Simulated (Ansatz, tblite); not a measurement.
Forces on Si₂Te at its r2SCAN-D4/def2-TZVP geometry. The state is a singlet with charge 0.

In the def2 sets Te takes a core potential; there is no spin–orbit coupling. The xTB rows come from tblite. The structure comes from a short search, and lower isomers may exist.

GFN1-xTB (tblite), largest force 0.86 eV/Å:

```xyz
3
positions Å, forces eV/Å
Si    0.059    1.360   -0.341    0.248    0.199    0.308
Si    0.682   -0.418    1.153    0.192    0.359    0.174
Te   -0.742   -0.943   -0.812   -0.440   -0.559   -0.482
```

GFN2-xTB (tblite), largest force 1.27 eV/Å:

```
Si 0.456 0.036 0.671
Si 0.193 0.788 0.039
Te -0.649 -0.824 -0.711
```

r2SCAN-D4/def2-TZVP (Ansatz), largest force 0.00 eV/Å:

```
Si 0.000 0.001 0.000
Si 0.001 0.000 0.001
Te -0.001 -0.001 -0.001
```
